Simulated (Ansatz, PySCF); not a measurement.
CHBNO, SMILES `N#C[B-]O` (excited triplet) (charge -1, multiplicity 3). This triplet is an excited state, 0.52 eV above the relaxed singlet at the level B3LYP-D3(BJ)/def2-TZVPD (PySCF).

Cartesian coordinates (Å):
```xyz
5

N      2.1744    -0.3835    -0.0574
C      1.0914     0.1007    -0.0064
B     -0.2195     0.7709     0.0614
O     -1.5353     0.2371     0.0390
H     -1.5109    -0.7252    -0.0366
```
Charge -1, spin multiplicity 3.

Task: Give the natural occupations of the active orbitals, the CASSCF energy and the corrected energy for frozen-core fic-MRCISD+Q@CASSCF(6e,6o)/aug-cc-pVTZ // B3LYP-D3(BJ)/def2-TZVPD (Ansatz, an electronic-structure program).

Result: 
natural occupations: 1.95, 1.94, 1.01, 1.00, 0.06, 0.05
CASSCF energy: -192.5673 Ha
corrected energy: -193.1857 Ha
weight of the reference: 0.880
